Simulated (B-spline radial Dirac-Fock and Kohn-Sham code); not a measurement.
Widths and yields of inner-shell holes in Ru²⁺

System: the Ru²⁺ ion, configuration [Kr] 4d6.

The computed values come from a B-spline atomic structure program: independent-particle radiative and Coulomb Auger rates from relativistic LDA hole-state orbitals, with Dirac-Fock energies.

Partial widths are in eV. Coster-Kronig decay leaves a hole in the same principal shell; its rates are the weakest part of the model, often 1.5 to 2.5 times too large and more for N holes. Holes without an open Auger channel, or with an unreliable SCF state, are not listed.

| hole | radiative | Auger | Coster-Kronig | total | fluorescence yield | lifetime (fs) |
| --- | --- | --- | --- | --- | --- | --- |
| K | 4.13 | 1.07 | 0 | 5.20 | 0.794 | 0.127 |
| L1 | 0.0558 | 1.11 | 5.23 | 6.40 | 0.00872 | 0.103 |
| L2 | 0.0867 | 1.66 | 0.258 | 2.00 | 0.0434 | 0.329 |
| L3 | 0.0837 | 1.80 | 0 | 1.88 | 0.0445 | 0.350 |
| M1 | 0.00101 | 0.213 | 8.14 | 8.35 | 0.000120 | 0.0788 |
| M2 | 0.000922 | 0.244 | 3.05 | 3.29 | 0.000280 | 0.200 |
| M3 | 0.000837 | 0.252 | 3.40 | 3.66 | 0.000229 | 0.180 |
| M4 | 5.80e-05 | 0.207 | 0 | 0.207 | 0.000280 | 3.18 |
| M5 | 5.26e-05 | 0.213 | 0 | 0.213 | 0.000247 | 3.09 |
| N1 | 3.23e-05 | 0 | 0.375 | 0.375 | 8.61e-05 | 1.75 |
| N2 | 4.30e-05 | 0 | 5.14 | 5.14 | 8.37e-06 | 0.128 |
| N3 | 3.75e-05 | 0 | 5.41 | 5.41 | 6.93e-06 | 0.122 |
